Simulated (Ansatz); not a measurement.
System: TiO₂, net charge 0, singlet state. SMILES: [O]=[Ti]=[O]
Geometry: optimised at B3LYP-D3(BJ)/def2-TZVP (Ansatz, a program for electronic structure).

Quantity: atomisation energy (electronic, to ground-state atoms), in kJ/mol. Valence correlation only, unless marked. UHF or UKS for open shells. Spin-orbit coupling is left out. Frozen are the shells of the preceding noble gas and the d and f shells that filled before the atom's block. No relativistic terms. The coupled-cluster limit lacks core correlation, which all-electron functionals hold. Basis-set limits of correlation are two-point, X^-3; Hartree-Fock from the larger set.

| level | program | atomisation energy (kJ/mol) | rough core time |
|---|---|---|---|
| HF/def2-QZVPP | Ansatz | 372.0 | - |
| BLYP-D3(BJ)/def2-TZVPD | Ansatz + dftd3 | 1398.4 | under 20 s |
| r2SCAN-D4/def2-TZVPD | Ansatz + dftd4 | 1350.5 | under 20 s |
| B3LYP-D3(BJ)/def2-TZVPD | Ansatz + dftd3 | 1256.1 | under 20 s |
| B3LYP/def2-TZVPD | Ansatz | 1249.2 | under 20 s |
| HSE06-D4/def2-TZVPD | Ansatz + dftd4 | 1246.6 | under 20 s |
| LC-wPBE-D3(BJ)/def2-TZVPD | Ansatz + dftd3 | 1269.8 | under 20 s |
| wB97X-V/def2-TZVPD | Ansatz | 1245.8 | under 20 s |
| B2GP-PLYP-D3(BJ)/def2-TZVPD | Ansatz + dftd3 | 1258.6 | under 20 s |
| PBE-QIDH/def2-TZVPD | Ansatz | 1212.4 | under 20 s |
| MP2/def2-SVPD | Ansatz | 1337.1 | - |
| SCS-MP2/def2-QZVPPD | Ansatz | 1306.1 | - |
| CCSD/def2-SVP | Ansatz | 1005.9 | - |
| CCSD(T)/def2-QZVPP | Ansatz | 1213.7 | 90 s |
| CCSD(T)/CBS(def2-TZVPPD,def2-QZVPPD) | Ansatz | 1230.3 | 2.5 min |

Core times are rough, on shared machines, summed over the molecules involved; a dash marks a level read off another run, or run on other hardware, by another program or under a memory cap.

The T1 diagnostic of CCSD in the largest basis is 0.040, which is high, so the coupled-cluster rows are less sure than usual.
